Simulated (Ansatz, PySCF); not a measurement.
C10H7N3, SMILES C1=CC2=CC=CC3=NC=NC(=C1)N23.

Coordinates come from a PBE0-D3(BJ)/def2-SVP optimisation.

Vertical ionisation energy (IE) and electron affinity (EA) in eV. Rows of orbital energies are one-electron estimates. Where ΔSCF, EOM or ADC give a negative EA the extra electron is unbound and the value depends on the basis.

| level | IE | EA |
|---|---|---|
| −ε(HOMO), −ε(LUMO), ωB97X/def2-SVP (PySCF) | 6.96 | 0.11 |
| −ε(HOMO), −ε(LUMO), PBE/def2-SVP (PySCF) | 4.42 | 2.83 |
| ΔSCF, PBE/def2-SVPD (Ansatz), final states of multiplicity 2 and 2 | 6.85 | 0.66 |

Problem. What vertical singlet–triplet gap does ΔSCF give with PBE/def2-SVPD (Ansatz, a first-principles code)? (Estimate from the structure and the level; the computed values follow.)

Solution. 1.55 eV (triplet above singlet where positive).
